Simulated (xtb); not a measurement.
iminoborane (BH2N), SMILES B=N. All values are semi-empirical tight-binding results from xtb (GFN2-xTB unless named), good for trends rather than for accurate numbers. Coordinates come from a GFN2-xTB optimisation.

### Question
Estimate the properties. (The exact figures need the calculation; the answer reports its results.)

### Answer

```
Quantity                                       Result
--------------------------------------  -------------
point group as xtb finds it                       C∞v
orbital gap                                   7.22 eV
dipole moment                                  0.04 D
zero-point energy                       15.5 kcal/mol
G − E(el) at 298.15 K (modified RRHO)    3.0 kcal/mol
static polarisability (D4 model)           25.9 bohr³
solvation energy, GFN2-xTB/ALPB(water)  -3.3 kcal/mol
solvation energy, GFN2-xTB/ALPB(dmso)   -3.5 kcal/mol
```

Computed IR lines (harmonic; lines under 4 % of the strongest left out, lines within 3 cm⁻¹ merged):
ν (cm⁻¹): 430 (vs), 1981 (w), 2938 (m), 3717 (w) (against the strongest line: vs over 80 %, s over 45 %, m over 15 %, w over 4 %, vw less)
